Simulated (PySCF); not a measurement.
Fine-structure interval of Re⁴⁴⁺ by level of theory

Re⁴⁴⁺ [Ar] 3d10 4s2 4p1 [4p1/2^1, M_J = 1/2] → Re⁴⁴⁺ [Ar] 3d10 4s2 4p1 [4p3/2^1, M_J = 3/2], as a difference of total energies. Computed with PySCF 2.14 in an even-tempered Gaussian basis (16 s from 5.8 bohr⁻², ratio 2.8; 13 p from 7.5 bohr⁻², ratio 2.8; 8 d from 13 bohr⁻², ratio 2.8; 4 f from 32 bohr⁻², ratio 3), with the two-component X2C-1e Hamiltonian. Correlated levels: [Ne] frozen; the 72 highest virtual spinors dropped. "Screened" scales the spin-orbit matrix elements by Boettger's factors to mimic the two-electron term; Breit and QED terms are absent.

```json
{"method": "GHF (screened spin-orbit)", "fine-structure interval (cm⁻¹)": "848290"}
{"method": "GMP2 (screened spin-orbit)", "fine-structure interval (cm⁻¹)": "845530"}
{"method": "GHF (bare spin-orbit)", "fine-structure interval (cm⁻¹)": "874140"}
```
